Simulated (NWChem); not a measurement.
System: SnHI, singlet; SMILES [SnH][I]

NWChem input:

```
start job
memory heap 200 mb stack 900 mb global 1100 mb
geometry units angstroms noautoz
  Sn     0.000773     1.419761     0.000000
  H      1.783404     1.512593     0.000000
  I      0.020510    -1.323615     0.000000
end
basis spherical
  * library def2-svpd
end
ecp
  Sn library def2-ecp
  I library def2-ecp
end
dft
  xc xpbe96 cpbe96
  iterations 150
end
tddft
  cis
  nroots 8
end
task tddft energy
```

Excerpt of the output:

```
             Northwest Computational Chemistry Package (NWChem) 7.3.0
             --------------------------------------------------------

 CS  symmetry detected

                             Geometry "geometry" -> ""
                             -------------------------

 Output coordinates in angstroms (scale by  1.889725989 to convert to a.u.)

  No.       Tag          Charge          X              Y              Z
 ---- ---------------- ---------- -------------- -------------- --------------
    1 Sn                  50.0000    -0.02532950     1.39720914     0.00000000
    2 H                    1.0000     1.75742411     1.48765588     0.00000000
    3 I                   53.0000    -0.00926319    -1.34619081     0.00000000

 Effective nuclear repulsion energy (a.u.)     534.3735039934

      Symmetry information
      --------------------

 Group name             Cs
 Group number              2
 Group order               2
 No. of unique centers     3

 Summary of "ao basis" -> "ao basis" (spherical)
 ------------------------------------------------------------------------------
       Tag                 Description            Shells   Functions and Types
 ---------------- ------------------------------  ------  ---------------------
 Sn                        def2-svpd                12       32   5s4p3d
 H                         def2-svpd                 4        8   2s2p
 I                         def2-svpd                13       35   5s5p3d

      Symmetry analysis of basis
      --------------------------

        a'         52
        a"         23

            General Information
            -------------------
          SCF calculation type: DFT
          Wavefunction type:  closed shell.
          No. of atoms     :     3
          No. of electrons :    48
           Alpha electrons :    24
            Beta electrons :    24
          Charge           :     0
          Spin multiplicity:     1
          Use of symmetry is: off; symmetry adaption is: on
          Maximum number of iterations: 150
          AO basis - number of functions:    75
                     number of shells:    29
          Convergence on energy requested:  1.00D-06
          Convergence on density requested:  1.00D-05
          Convergence on gradient requested:  5.00D-04

              XC Information
              --------------
          PerdewBurkeErnzerhof Exchange Functional  1.000
            Perdew 1991 LDA Correlation Functional  1.000 local
           PerdewBurkeErnz. Correlation Functional  1.000 non-local

             Grid Information
             ----------------
          Grid used for XC integration:  medium
          Radial quadrature: Mura-Knowles
          Angular quadrature: Lebedev.
          Tag              B.-S. Rad. Rad. Pts. Rad. Cut. Ang. Pts.
          ---              ---------- --------- --------- ---------
          Sn                  1.45      123          13.0       590
          H                   0.35       45          12.0       434
          I                   1.40      123          13.0       590
          Grid pruning is: on
          Number of quadrature shells:   291
          Spatial weights used:  Erf1

      Superposition of Atomic Density Guess
      -------------------------------------

 Sum of atomic energies:        -596.71864186

      Non-variational initial energy
      ------------------------------

 Total energy =    -510.495064
 1-e energy   =   -1126.736920
 2-e energy   =     499.670135
 HOMO         =      -0.234090
 LUMO         =      -0.069802

      Symmetry analysis of molecular orbitals - initial
      -------------------------------------------------

  Numbering of irreducible representations:

     1 a'          2 a"

  Orbital symmetries:

     1 a'          2 a'          3 a'          4 a'          5 a"
     6 a'          7 a'          8 a"          9 a'         10 a'
    11 a"         12 a'         13 a"         14 a'         15 a'
    16 a'         17 a"         18 a"         19 a'         20 a'
    21 a'         22 a"         23 a'         24 a'         25 a"
    26 a'         27 a'         28 a'         29 a'         30 a"
    31 a'         32 a"         33 a'         34 a'

 !! scf_movecs_sym_adapt:    2 vectors were symmetry contaminated

  Symmetry fudging

   convergence    iter        energy       DeltaE   RMS-Dens  Diis-err
 ---------------- ----- ----------------- --------- --------- ---------
 d= 0,ls=0.0,diis     1   -512.5703761605 -6.29D+02  2.72D-02  1.99D-01
 d= 0,ls=0.0,diis     2   -512.2279252483  3.42D-01  1.94D-02  1.60D+00
 d= 0,ls=0.0,diis     3   -512.6103324531 -3.82D-01  4.23D-03  2.50D-02
 d= 0,ls=0.0,diis     4   -512.6146413821 -4.31D-03  1.60D-03  7.81D-03
 d= 0,ls=0.0,diis     5   -512.6161778516 -1.54D-03  2.86D-04  3.12D-04
  Resetting Diis
 d= 0,ls=0.0,diis     6   -512.6162289190 -5.11D-05  1.03D-04  3.47D-05
 d= 0,ls=0.0,diis     7   -512.6162384333 -9.51D-06  5.30D-05  1.55D-06
 d= 0,ls=0.0,diis     8   -512.6162379920  4.41D-07  3.64D-05  3.40D-06
 d= 0,ls=0.0,diis     9   -512.6162387431 -7.51D-07  1.00D-05  3.23D-07
 d= 0,ls=0.0,diis    10   -512.6162388051 -6.20D-08  2.47D-06  1.83D-08

         Total DFT energy =     -512.616238805066
      One electron energy =    -1127.584544066266
           Coulomb energy =      538.995233903156
    Exchange-Corr. energy =      -40.598649497598
 Nuclear repulsion energy =      116.571720855642

 Numeric. integr. density =       48.000016835132

                  Occupations of the irreducible representations
                  ----------------------------------------------

                     irrep           alpha         beta
                     --------     --------     --------
                     a'               17.0         17.0
                     a"                7.0          7.0

                       DFT Final Molecular Orbital Analysis
                       ------------------------------------

 Vector   22  Occ=2.000000D+00  E=-2.483148D-01  Symmetry=a'
              MO Center= -6.3D-02, -2.4D-01, -1.4D-09, r^2= 4.3D+00
   Bfn.  Coefficient  Atom+Function         Bfn.  Coefficient  Atom+Function
  ----- ------------  ---------------      ----- ------------  ---------------
    52      0.406204  3 I  px                55      0.340869  3 I  px
     3     -0.301212  1 Sn s                 53      0.270007  3 I  py
    56      0.217867  3 I  py                12      0.209354  1 Sn px
    13     -0.178826  1 Sn py                49     -0.164947  3 I  px
     4     -0.153631  1 Sn s                 46     -0.133753  3 I  px

[...]

                                NWChem TDDFT Module
                                -------------------

            General Information
            -------------------
           No. of orbitals :     150
            Alpha orbitals :      75
             Beta orbitals :      75
        Alpha frozen cores :       0
         Beta frozen cores :       0
     Alpha frozen virtuals :       0
      Beta frozen virtuals :       0
         Spin multiplicity :       1
    Number of AO functions :      75
        Use of symmetry is : off
      Symmetry adaption is : on
         Schwarz screening :  0.10D-07

              XC Information
              --------------
   PerdewBurkeErnzerhof Exchange Functional   1.00
     Perdew 1991 LDA Correlation Functional   1.00 local
    PerdewBurkeErnz. Correlation Functional   1.00 non-local

             TDDFT Information
             -----------------
          Calculation type : Tamm-Dancoff TDDFT
         Wavefunction type : Restricted singlets & triplets
          No. of electrons :      48
           Alpha electrons :      24
            Beta electrons :      24
              No. of roots :       8
          Max subspacesize :    5600
            Max iterations :     100
               Target root :       1
           Target symmetry : none
      Symmetry restriction : off
                 Algorithm : Optimal
        Davidson threshold :  0.10D-03

    8 smallest eigenvalue differences (eV)
--------------------------------------------------------
  No. Spin  Occ  Vir  Irrep   E(Occ)    E(Vir)   E(Diff)
--------------------------------------------------------
    1    1   24   25 a"       -0.212    -0.143     1.892
    2    1   23   25 a'       -0.247    -0.143     2.846
    3    1   22   25 a"       -0.248    -0.143     2.872
    4    1   21   25 a"       -0.282    -0.143     3.776
    5    1   24   26 a'       -0.212    -0.071     3.841
    6    1   23   26 a"       -0.247    -0.071     4.796
    7    1   22   26 a'       -0.248    -0.071     4.822
    8    1   24   27 a'       -0.212    -0.020     5.226
--------------------------------------------------------

  Entering Davidson iterations
  Restricted singlet excited states

  Iter   NTrls   NConv    DeltaV     DeltaE      Time
  ----  ------  ------  ---------  ---------  ---------
    1      8       0     0.11E+00   0.10+100        7.1
    2     16       0     0.70E-01   0.22E-01        6.8
    3     24       2     0.13E-01   0.14E-01        6.9
    4     30       4     0.29E-02   0.29E-03        6.4
    5     34       7     0.24E-03   0.10E-04        6.4
    6     35       8     0.74E-04   0.65E-07        5.4
  ----  ------  ------  ---------  ---------  ---------
  Convergence criterion met

  Ground state a'       -512.616238805066 a.u.

  ----------------------------------------------------------------------------
  Root   1 singlet a"             0.078413454 a.u.                2.1337 eV
  ----------------------------------------------------------------------------
     Transition Moments    X  0.00000   Y -0.00000   Z -0.27279
     Dipole Oscillator Strength                    0.0038901610
     Electric Quadrupole                           0.0000000112
     Magnetic Dipole                               0.0000006983
     Total Oscillator Strength                     0.0038908705

     Occ.   22  a'  ---  Virt.   25  a"       0.20725
     Occ.   24  a'  ---  Virt.   25  a"       0.97607
  ----------------------------------------------------------------------------
  Root   2 singlet a"             0.116968794 a.u.                3.1829 eV
  ----------------------------------------------------------------------------
     Transition Moments    X -0.00000   Y  0.00000   Z  0.38205
     Dipole Oscillator Strength                    0.0113819303
     Electric Quadrupole                           0.0000000734
     Magnetic Dipole                               0.0000010179
     Total Oscillator Strength                     0.0113830216

     Occ.   20  a'  ---  Virt.   25  a"       0.08816
     Occ.   22  a'  ---  Virt.   25  a"       0.97323
     Occ.   24  a'  ---  Virt.   25  a"      -0.19968
  ----------------------------------------------------------------------------
  Root   3 singlet a'             0.128550679 a.u.                3.4980 eV
  ----------------------------------------------------------------------------
     Transition Moments    X -0.05830   Y -0.66839   Z -0.00000
     Dipole Oscillator Strength                    0.0385772065
     Electric Quadrupole                           0.0000000127
     Magnetic Dipole                               0.0000000164
     Total Oscillator Strength                     0.0385772357

     Occ.   21  a'  ---  Virt.   26  a'       0.18267
     Occ.   22  a'  ---  Virt.   26  a'       0.15565
     Occ.   23  a"  ---  Virt.   25  a"       0.93318
     Occ.   23  a"  ---  Virt.   35  a"       0.05280
     Occ.   24  a'  ---  Virt.   26  a'      -0.23285
  ----------------------------------------------------------------------------
  Root   4 singlet a"             0.144315956 a.u.                3.9270 eV
  ----------------------------------------------------------------------------
     Transition Moments    X -0.00000   Y -0.00000   Z -0.03478
     Dipole Oscillator Strength                    0.0001163591
     Electric Quadrupole                           0.0000000603
     Magnetic Dipole                               0.0000018123
     Total Oscillator Strength                     0.0001182318

     Occ.   21  a'  ---  Virt.   25  a"      -0.99780
  ----------------------------------------------------------------------------
  Root   5 singlet a'             0.152617090 a.u.                4.1529 eV
  ----------------------------------------------------------------------------
     Transition Moments    X -0.26445   Y  0.67406   Z  0.00000
     Dipole Oscillator Strength                    0.0533441722
     Electric Quadrupole                           0.0000000165
     Magnetic Dipole                               0.0000003863
     Total Oscillator Strength                     0.0533445750

     Occ.   21  a'  ---  Virt.   26  a'      -0.12434
     Occ.   22  a'  ---  Virt.   26  a'      -0.24271
     Occ.   23  a"  ---  Virt.   25  a"      -0.16532
     Occ.   24  a'  ---  Virt.   26  a'      -0.94308
  ----------------------------------------------------------------------------
  Root   6 singlet a"             0.182114043 a.u.                4.9556 eV
  ----------------------------------------------------------------------------
     Transition Moments    X  0.00000   Y  0.00000   Z -0.18832
     Dipole Oscillator Strength                    0.0043055060
     Electric Quadrupole                           0.0000000651
     Magnetic Dipole                               0.0000000441
     Total Oscillator Strength                     0.0043056152

     Occ.   23  a"  ---  Virt.   26  a'      -0.99794
  ----------------------------------------------------------------------------
  Root   7 singlet a'             0.192840737 a.u.                5.2475 eV
  ----------------------------------------------------------------------------
     Transition Moments    X  0.13269   Y -0.88275   Z -0.00000
     Dipole Oscillator Strength                    0.1024431717
     Electric Quadrupole                           0.0000004558
     Magnetic Dipole                               0.0000000475
     Total Oscillator Strength                     0.1024436750

     Occ.   21  a'  ---  Virt.   26  a'       0.35785
     Occ.   22  a'  ---  Virt.   26  a'      -0.83855
     Occ.   23  a"  ---  Virt.   25  a"       0.08420
     Occ.   24  a'  ---  Virt.   26  a'       0.13876
     Occ.   24  a'  ---  Virt.   27  a'       0.35446
     Occ.   24  a'  ---  Virt.   34  a'       0.06503
  ----------------------------------------------------------------------------
  Root   8 singlet a'             0.201146339 a.u.                5.4735 eV
  ----------------------------------------------------------------------------
     Transition Moments    X  0.38143   Y  0.23850   Z -0.00000
     Dipole Oscillator Strength                    0.0271375146
     Electric Quadrupole                           0.0000004973
     Magnetic Dipole                               0.0000037094
     Total Oscillator Strength                     0.0271417213

     Occ.   21  a'  ---  Virt.   26  a'      -0.23392
     Occ.   21  a'  ---  Virt.   27  a'      -0.08439
     Occ.   22  a'  ---  Virt.   26  a'       0.26029
     Occ.   22  a'  ---  Virt.   27  a'       0.15183
     Occ.   24  a'  ---  Virt.   27  a'       0.85684
     Occ.   24  a'  ---  Virt.   28  a'       0.31332

              Target root =      1
          Target symmetry = none
      Ground state energy =   -512.616238805066
        Excitation energy =      0.078413454102
     Excited state energy =   -512.537825350964

  stored tddft:energy   -512.53782535096366

[...]
```

Level: PBE/def2-SVPD with def2 effective core potentials on Sn, I, TDA. Low-valent species are run as closed-shell singlets; no triplet was tried in these runs. Coordinates come from a PBE0/def2-SVP optimisation. def2 effective core potentials on Sn, I; no spin-orbit coupling.
